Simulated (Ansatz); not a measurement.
Zn₂O⁺: single points at one geometry.

```yaml
crystal:
  periodic: [false, false, false]
  atoms:
    - {symbol: Zn, position_ang: [-0.550835, 0.775036, 1.421668]}
    - {symbol: Zn, position_ang: [0.888225, -0.799405, -1.223623]}
    - {symbol: O, position_ang: [-0.337390, 0.024370, -0.198045]}
basis:
  gaussian: {orbitals: def2-TZVP, initial_orbitals: start.molden}
total_charge: 1
magnetization: {spin_polarized: true, initial_magnetization: 1}
hamiltonian: {xc: pbe0, dispersion: d4}
output: {forces: true, orbitals: {seedname: orbitals}}
```

The file start.molden holds the orbitals of an earlier run on this structure, at another level or in another basis.

```sh
$ ansatz run in.yaml --threads 4 --pin off --events-out ev --progress --plain --max-ram 3916MiB
```

Output, abridged:

```
Functional definition: PBE0
1022 factors; integrals over basis functions are off by at most 6.1e-4 eV
mean field evaluation 1: about -98862.8304 eV, gradient 8.6e0 eV
mean field evaluation 2: about -98863.0312 eV, gradient 3.5e-1 eV
mean field evaluation 4: about -98863.1445 eV, gradient 3.0e-2 eV
mean field evaluation 8: about -98831.6706 eV, gradient 9.5e1 eV
mean field evaluation 16: about -98863.1415 eV, gradient 7.8e-1 eV
mean field evaluation 32: about -98863.1445 eV, gradient 8.1e-5 eV
mean field -98863.14448409 eV, -3633.1535479440 hartree, gradient 8.1e-5 eV, S^2 0.763430; 1 other end points of the search recorded, 0 dependent functions left out
reference -98863.14452020 eV, -3633.1535492713 hartree; 34, 33 occupied and 93, 94 virtual orbitals, 1022 factors
Total energy: -98863.22294352 eV, -3633.1564312752 hartree
Atom 0 at    -0.550835     0.775036     1.421668 Å, force    -0.019581    -0.138038    -0.342463 eV/Å
Atom 1 at     0.888225    -0.799405    -1.223623 Å, force    -0.292522     0.160580     0.159259 eV/Å
Atom 2 at    -0.337390     0.024370    -0.198045 Å, force     0.312103    -0.022542     0.183203 eV/Å
Dipole moment:     0.376175    -0.027170     0.220813 e Å
```

Run time 7 s (4 threads of Arm Neoverse N1 on a shared host).

As the first input, with `gaussian: {orbitals: def2-SVP, initial_orbitals: start.molden}`, `scf: {omitted_lower_state_checks: [starts]}`, `output: {orbitals: {seedname: orbitals}}` (abridged; 2.3 s):

```
Functional definition: PBE0
mean field -98846.71490709 eV, -3632.5497721259 hartree, gradient 2.6e-5 eV, S^2 0.763525
Total energy: -98846.79337805 eV, -3632.5526558805 hartree
Checks for a lower state left out: starts
```

First input, but with `hamiltonian: {xc: {text: "exchange = 0.65*pbe_x + 0.35*exact_x\ncorrelation = pbe_c"}}`, `scf: {omitted_lower_state_checks: [starts]}`, `output: {orbitals: {seedname: orbitals}}` (abridged; 4.3 s):

```
Functional definition: unnamed
mean field -98863.51920259 eV, -3633.1673185950 hartree, gradient 5.8e-5 eV, S^2 0.769759
Total energy: -98863.51923385 eV, -3633.1673197438 hartree
Checks for a lower state left out: starts
```

First input, but with `hamiltonian: {xc: {text: "exchange = 0.95*pbe_x + 0.05*exact_x\ncorrelation = pbe_c"}}`, `scf: {omitted_lower_state_checks: [starts]}`, `output: {orbitals: {seedname: orbitals}}` (abridged; 4 s):

```
Functional definition: unnamed
mean field -98862.57750500 eV, -3633.1327118470 hartree, gradient 2.0e-5 eV, S^2 0.754703
Total energy: -98862.57755090 eV, -3633.1327135337 hartree
Checks for a lower state left out: starts
```

First input, but with `gaussian: {orbitals: STO-3G}`, `hamiltonian: {xc: hf}`, `scf: {omitted_lower_state_checks: [starts]}`, `output: {orbitals: {seedname: orbitals}}` (abridged; 3.2 s):

```
Functional definition: HF
mean field evaluation 16: about -97647.8228 eV, gradient 8.4e0 eV
mean field evaluation 32: about -97651.4551 eV, gradient 2.8e-1 eV
mean field evaluation 64: about -97651.4263 eV, gradient 2.3e-6 eV
mean field -97651.42625195 eV, -3588.6237242453 hartree, gradient 2.3e-6 eV, S^2 3.131593
Total energy: -97651.42625195 eV, -3588.6237242453 hartree
Checks for a lower state left out: starts
```

As the first input, with `gaussian: {orbitals: def2-TZVPP, initial_orbitals: start.molden}`, `correlation: {method: ccsd_t, frozen_orbitals: {O: 1, Zn: 9}}`, `scf: {omitted_lower_state_checks: [starts, cluster_reference]}`, `output: {orbitals: {seedname: orbitals}}` and without the key `hamiltonian` (abridged; 38 s):

```
Functional definition: HF
mean field -98783.25192832 eV, -3630.2175506728 hartree, gradient 1.9e-6 eV, S^2 0.927811
19 core orbitals not correlated: weight in the atoms' cores, before any rotation towards them, 1.000 or more for the frozen orbitals, at most 0.000 for the correlated occupied ones
second order -32.43180145 eV of doubles, -0.00000000 eV of singles
cycle   1  -28.78692635 eV  change     3.3e0 eV  update   1.6e-1
cycle   2  -29.75634552 eV  change   -9.7e-1 eV  update   6.6e-2
cycle   3  -29.99150965 eV  change   -2.4e-1 eV  update   3.8e-2
cycle   4  -29.96112585 eV  change    3.0e-2 eV  update   2.1e-2
cycle   5  -29.96039040 eV  change    7.4e-4 eV  update   1.1e-2
cycle   6  -29.97833863 eV  change   -1.8e-2 eV  update   5.4e-3
cycle   7  -29.98348985 eV  change   -5.2e-3 eV  update   3.2e-3
cycle   8  -29.98182638 eV  change    1.7e-3 eV  update   1.7e-3
cycle   9  -29.98294569 eV  change   -1.1e-3 eV  update   1.1e-3
cycle  10  -29.98369155 eV  change   -7.5e-4 eV  update   5.8e-4
cycle  11  -29.98271713 eV  change    9.7e-4 eV  update   3.0e-4
cycle  12  -29.98343071 eV  change   -7.1e-4 eV  update   1.4e-4
cycle  13  -29.98319423 eV  change    2.4e-4 eV  update   5.5e-5
cycle  14  -29.98323628 eV  change   -4.2e-5 eV  update   2.7e-5
cycle  15  -29.98325783 eV  change   -2.2e-5 eV  update   1.1e-5
perturbative correction -1.03239939 eV, -0.0379399778 hartree
WARN: these amplitudes may be one of several solutions (largest doubles amplitude 0.06, level shift 0.74 eV)
Total energy: -98814.26758554 eV, -3631.3573550525 hartree
Checks for a lower state left out: starts, cluster_reference
```

As the first input, with `correlation: {method: mp2, frozen_orbitals: {O: 1, Zn: 9}}`, `scf: {omitted_lower_state_checks: [starts]}`, `output: {orbitals: {seedname: orbitals}}` and without the key `hamiltonian` (abridged; 3.3 s):

```
Functional definition: HF
mean field -98783.22152657 eV, -3630.2164334290 hartree, gradient 2.0e-6 eV, S^2 0.940046
19 core orbitals not correlated: weight in the atoms' cores, before any rotation towards them, 1.000 or more for the frozen orbitals, at most 0.000 for the correlated occupied ones
second order -27.98402247 eV of doubles, -0.00000000 eV of singles
Total energy: -98811.20554904 eV, -3631.2448272864 hartree
Checks for a lower state left out: starts
```

Geometry: PBE-D4/def2-TZVP.

Correlated methods freeze 19 core orbitals. At HF/STO-3G, CCSD(T)/def2-TZVPP, MP2/def2-TZVP the charge 1 doublet is spin-contaminated (final ⟨S²⟩ up to 3.13, 0.75 for a pure state). At CCSD(T)/def2-TZVPP the program marks the result for the charge 1 doublet as doubtful (other roots). The structure comes from a short search, and lower isomers may exist.
